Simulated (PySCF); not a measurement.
Two probes of the same atoms: core binding energy and nuclear shielding

Compound: C₄H₈OSi₂.
Bonds: Si1–Si2, Si2–C3, C3–C4 (aromatic), C4–C5 (aromatic), C5–C6 (aromatic), C6–O7 (aromatic), C3–O7 (aromatic). Hydrogens: H8, H9, H10 on Si1; H11, H12 on Si2; H13 on C4; H14 on C5; H15 on C6.

Binding energies: delta-SCF UKS SCAN, pcX-2 on the ionised atom, pcseg-1 elsewhere, spin-free X2C in PySCF 2.14.0. Shieldings: GIAO PBE/pcSseg-1, non-relativistic, same geometry.

| atom | C 1s (eV) |
| --- | --- |
| C3 | 291.06 |
| C4 | 290.28 |
| C5 | 290.41 |
| C6 | 291.50 |

What are the absolute isotropic shieldings of these atoms?

```
atom                        environment  C 1s (eV)  isotropic shielding (ppm)
  C4                 aromatic CH carbon     290.28                       52.6
  C5                 aromatic CH carbon     290.41                       66.1
  C3        substituted aromatic carbon     291.06                       31.7
  C6  aromatic CH next to a ring oxygen     291.50                       30.1
```

Among the listed atoms, is the one with the highest binding energy also the least shielded?

Yes: C6 has both (291.50 eV, 30.1 ppm).

By binding energy: C4 < C5 < C3 < C6. By shielding: C6 < C3 < C4 < C5.

Isolated species at its PBE0-D3(BJ)/def2-SVP geometry (one conformer only).

The values belong to the conformer `[SiH3:1][SiH2:2][c:3]1[cH:4][cH:5][cH:6][o:7]1`: Si1–Si2–C3–C4 -118°.
